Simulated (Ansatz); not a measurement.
A nudged elastic band was laid between two geometries of F₂GeH₂ (5 atoms, charge 0, multiplicity 1).

These are results of RKS B3LYP-D4/def2-SVP (Ansatz 0.2.0), not measurements.

| Item | Value |
| --- | --- |
| movable images | 5 |
| climbing image | yes |
| spring | 0.5 eV/Å² |
| optimiser | quadratic models (default) |
| start path | through a guess of the saddle point |
| force threshold | 0.05 eV/Å |
| iteration limit | 60 |
| end points | relaxed |

Initial state:

```xyz
5
Properties=species:S:1:pos:R:3
Ge 0.294 -0.057 0.112
F 0.328 -0.012 1.847
H 1.737 0.064 -0.390
F -0.559 1.378 -0.368
H -0.546 -1.267 -0.313
```

Final state:

```xyz
5
Properties=species:S:1:pos:R:3
Ge 0.386 -0.640 -0.802
F 1.123 0.003 1.296
H 0.705 0.797 0.948
F -0.005 1.132 -0.458
H -0.955 -1.185 -0.095
```

Question: Which bonds break or form, and what moves?

Answer: Bonds broken: Ge1–H3. Bonds formed: F2–H3. F2GeH2 becomes FGeH + FH.

Question: What energy profile does the band end with?

Answer: The run converged. The highest image is number 2 of 0 to 6, 2.58 eV above the first end and 1.31 eV above the last; the last end lies 1.26 eV above the first. Neighbouring images differ by up to 1.7 eV, so the band resolves the path poorly. Another band between the same ends (5 images) ends at a top of the same energy, where a vibrational analysis finds 1 clearly imaginary mode. The orbitals stay closed-shell, which can raise the energy where a bond breaks towards radicals; this wasn't checked here.

```json
{"image": "0", "path coordinate (Å)": "0.00", "energy (eV)": "0.00", "Ge1–H3 (Å)": "1.53", "F2–H3 (Å)": "2.64"}
{"image": "1", "path coordinate (Å)": "0.63", "energy (eV)": "0.85", "Ge1–H3 (Å)": "1.52", "F2–H3 (Å)": "1.99"}
{"image": "2", "path coordinate (Å)": "1.26", "energy (eV)": "2.58", "Ge1–H3 (Å)": "1.64", "F2–H3 (Å)": "1.31"}
{"image": "3", "path coordinate (Å)": "1.89", "energy (eV)": "1.65", "Ge1–H3 (Å)": "2.31", "F2–H3 (Å)": "0.94"}
{"image": "4", "path coordinate (Å)": "2.52", "energy (eV)": "1.54", "Ge1–H3 (Å)": "2.78", "F2–H3 (Å)": "0.93"}
{"image": "5", "path coordinate (Å)": "3.14", "energy (eV)": "1.43", "Ge1–H3 (Å)": "2.68", "F2–H3 (Å)": "0.93"}
{"image": "6", "path coordinate (Å)": "3.76", "energy (eV)": "1.26", "Ge1–H3 (Å)": "2.29", "F2–H3 (Å)": "0.96"}
```

Question: What is the geometry of the highest image?

Answer: 
```xyz
5
Properties=species:S:1:pos:R:3
Ge 0.239 -0.085 -0.340
F 0.944 0.005 1.539
H 1.664 0.069 0.452
F -0.764 1.343 -0.448
H -0.827 -1.225 -0.315
```

The band took 13 iterations and about 2.5 core-minutes.

Time of the run: 79 s on 2 threads of Arm Neoverse V1, with other jobs on the host, peak memory 0.14 GiB.
